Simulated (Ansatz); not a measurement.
H2P, charge -1, singlet, at a GFN2-xTB geometry (a gas-phase anion, which may not be bound at this level); CAM-B3LYP/cc-pVTZ (Ansatz, a quantum-chemistry and plane-wave program).

The Ansatz input:
Ansatz 0.2 input:
```yaml
crystal:
  periodic: [false, false, false]
  atoms:
    - {symbol: P, position_ang: [-0.00149906, 0.07431072, 0.08210974]}
    - {symbol: H, position_ang: [0.97078349, -0.55479397, -0.60060040]}
    - {symbol: H, position_ang: [-0.94829753, -0.55986685, -0.63104570]}
basis:
  gaussian:
    orbitals: cc-pVTZ
hamiltonian:
  xc: cam_b3lyp
total_charge: -1
```

What the program printed (banner, timings and long lists left out):

```
Functional definition: CAM-B3LYP
388 factors; their error is unknown
94 factors; integrals over basis functions are off by at most 8.0e-5 eV
mean field evaluation 1: about -9321.0228 eV, gradient 6.4e0 eV
mean field evaluation 2: about -9321.1330 eV, gradient 2.8e0 eV
mean field evaluation 4: about -9321.1516 eV, gradient 1.1e-1 eV
mean field evaluation 8: about -9321.2115 eV, gradient 1.8e-2 eV
mean field -9321.21155081 eV, -342.5482063482 hartree, gradient 5.9e-5 eV, S^2 0.000000; 0 other end points of the search recorded, 0 dependent functions left out
reference -9321.21163169 eV, -342.5482093203 hartree; 9, 9 occupied and 53, 53 virtual orbitals, 388 factors
Total energy: -9321.21163169 eV, -342.5482093203 hartree
```
